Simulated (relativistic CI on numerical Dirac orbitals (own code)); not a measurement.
# V²⁺ in a cubic cluster: L2,3 absorption with charge transfer

Computed with a charge-transfer multiplet model of a cubic metal-ligand cluster with up to one ligand hole, Slater and spin-orbit integrals from Dirac-Coulomb-Breit ions, Slater integrals scaled by 0.8. The ground state mixes d3 with configurations of k ligand holes L, whose averages lie at kΔ + k(k − 1)U_dd/2; a core hole lowers each added d electron by U_cd. 300 K, Lorentzian 0.4 eV and Gaussian 0.3 eV FWHM.

Atomic integrals in eV (Slater integrals scaled, ζ unscaled), ground: F2dd 7.134, F4dd 4.434, zeta_d 0.019; with the core hole: F2dd 7.850, F4dd 4.885, zeta_d 0.030, zeta_core 4.613, F2cd 4.315, G1cd 3.109, G3cd 1.763.

Cluster parameters (eV): Δ = 4.2, U_dd = 5.7, U_cd = 6.7, 10Dq(ligand) = 0, V(eg) = 1.25, V(t2g) = -0.66, final-state hopping factor = 0.9.

```json
{"Case": "10Dq = 0.3 eV", "n_d": "3.20", "d3": "0.80", "d4L": "0.20", "S": "1.50"}
{"Case": "10Dq = 0.6 eV", "n_d": "3.19", "d3": "0.81", "d4L": "0.19", "S": "1.50"}
{"Case": "10Dq = 0.9 eV", "n_d": "3.19", "d3": "0.81", "d4L": "0.19", "S": "1.50"}
```

Weights, n_d and S are thermal averages at 300 K. Photon energies count from the first peak over 30 % of the highest in each spectrum, which can be another peak from case to case. The parameters are a model scan and need not match a compound or its usual spin state. Peaks in eV (height, largest 100):
- 10Dq = 0.3 eV: 0.0 (100), 2.5 (22), 5.4 (36), 6.2 (40), 7.9 (52)
- 10Dq = 0.6 eV: 0.0 (100), 0.7 (91), 2.8 (19), 6.3 (52), 7.8 (59)
- 10Dq = 0.9 eV: 0.0 (53), 0.9 (100), 1.6 (90), 3.8 (17), 7.1 (62), 8.7 (60)

Curve for 10Dq = 0.9 eV (points under 2 left out, the grid thinned):

(E (eV), Intensity): (-2.4, 2.2), (-2.1, 2.7), (-1.7, 3.7), (-1.4, 6.0), (-1.1, 8.9), (-0.7, 14.9), (-0.4, 28.7), (-0.1, 52.3), (0.3, 52.1), (0.6, 82.4), (0.9, 100.0), (1.2, 87.7), (1.6, 90.4), (1.9, 77.9), (2.2, 48.6), (2.6, 34.3), (2.9, 29.3), (3.2, 20.8), (3.6, 16.5), (3.9, 16.6), (4.2, 14.4), (4.6, 10.7), (4.9, 10.4), (5.2, 11.1), (5.6, 17.2), (5.9, 26.3), (6.2, 28.9), (6.6, 41.9), (6.9, 55.6), (7.2, 60.8), (7.6, 39.5), (7.9, 39.1), (8.2, 44.7), (8.6, 57.6), (8.9, 52.8), (9.2, 36.3), (9.5, 22.4), (9.9, 11.8), (10.2, 8.8), (10.5, 7.5), (10.9, 4.6), (11.2, 3.6), (11.5, 3.0), (11.9, 2.4), (12.2, 2.0)

For the case 10Dq = 0.6 eV, Δ = 4.2 eV is smaller than U_dd = 5.7 eV, the charge-transfer side of the Zaanen-Sawatzky-Allen scheme. With the core hole the configuration with one ligand hole lies at Δ + U_dd − U_cd = 3.2 eV above the one without, against Δ in the ground state. The added d electron screens the hole, so the order of the configurations is kept and charge-transfer satellites are weaker than in photoemission.

With at most 1 ligand hole the space is cut while the next configuration still counts, so covalency is underestimated, and a final configuration with one more ligand hole, which can lie low, is missing from the spectra.
